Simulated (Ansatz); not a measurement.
# Energy profile

The step: InSiH₄Cl ([SiH3][InH][Cl]) → InCl + SiH₄; bonds formed: Si2–H3; bonds broken: In1–Si2, In1–H3 (atoms numbered as in the saddle structure below).

In1  (-1.100, -0.708, 0.663)
Si2  (0.655, 0.804, -0.344)
H3  (0.555, -1.033, -0.503)
Cl4  (-2.537, -2.379, 1.422)
H5  (-0.170, 0.688, -1.584)
H6  (1.481, 0.390, 0.830)
H7  (1.117, 2.238, -0.483)
(Å)

Electronic energies by CCSD(T) at an estimated basis limit (MP2 extrapolated from triple and quadruple zeta, plus CCSD(T) − MP2 in triple zeta), on PBE0-D4/def2-TZVP structures; InSiH4Cl, singlet; no counterpoise correction. Program: Ansatz 0.2.0. Basis: def2-TZVPP and def2-QZVPP. Cores are frozen in the correlated methods. Filled d shells of the heavier atoms are correlated. Core potentials replace the inner electrons of the atoms past krypton. The def2 sets are not built for correlating such inner shells, so the correlated values are less sure here. Extrapolation: Hartree–Fock as exp(−7.88 √X), correlation as X^−2.97.

Problem. Give the profile in eV, counted from the start structure. (An estimate is asked for; the value comes from the calculation.)

Solution. Computed:
```tsv
point	eV
start structure	0.000
saddle	2.239
end structure	-0.623
separated: InCl (linked as [Cl][In]; In1, Cl4; singlet) + SiH4 (Si2, H3, H5, H6, H7; singlet)	-0.566
```

No T1 diagnostic of these runs exceeds 0.017. The start structure is not quite a true minimum (one mode of 31i cm⁻¹).

Losses and insertions of silylenes and their heavier kin drive the gas-phase chemistry of silicon and germanium vapour deposition.

For scale, one of the runs: CCSD(T)/def2-TZVPP, 190 basis functions, launched by `ansatz run in.yaml --threads 4 --pin off --events-out ev --progress --plain --max-ram 9574MiB`. The run took 35 s on 4 CPU threads of an Arm Neoverse V2 (shared host), with 2.1 GiB of host memory at its peak.
